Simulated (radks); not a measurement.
Q: The mean radii <r> (bohr) of the occupied orbitals of an atom or ion are listed with their occupations. Calculated with a radial shooting solver on a logarithmic mesh with Libxc functionals: Dirac Kohn-Sham, BP86, spin-unpolarised, spherical densities, point nucleus.

| orbital | occ. | <r> |
|---|---|---|
| 1s1/2 | 2 | 0.01773 |
| 2s1/2 | 2 | 0.07424 |
| 2p1/2 | 2 | 0.06130 |
| 2p3/2 | 4 | 0.06949 |
| 3s1/2 | 2 | 0.1933 |
| 3p1/2 | 2 | 0.1835 |
| 3p3/2 | 4 | 0.1986 |
| 3d3/2 | 4 | 0.1734 |
| 3d5/2 | 6 | 0.1781 |
| 4s1/2 | 2 | 0.4316 |
| 4p1/2 | 2 | 0.4357 |
| 4p3/2 | 4 | 0.4692 |
| 4d3/2 | 4 | 0.4824 |
| 4d5/2 | 6 | 0.4938 |
| 5s1/2 | 2 | 1.004 |
| 5p1/2 | 2 | 1.093 |
| 4f5/2 | 6 | 0.5519 |
| 4f7/2 | 8 | 0.5600 |
| 5p3/2 | 4 | 1.189 |
| 5d3/2 | 2 | 1.582 |
| 5d5/2 | 3 | 1.626 |

Name the element and its charge. Open shells, if any, are shared by 2j + 1.

A: Z = 76, osmium, charge +3: Os3+ in [Xe] 4f14 5d5. The 1s radius gives Z: for a bare nucleus <r> = (2 gamma + 1)/(2Z) with gamma = sqrt(1 - (Z/c)^2), 0.01753 bohr for Z = 76, and screening makes it slightly larger (0.01773 here). The occupations add up to 73, and the charge is Z minus that.
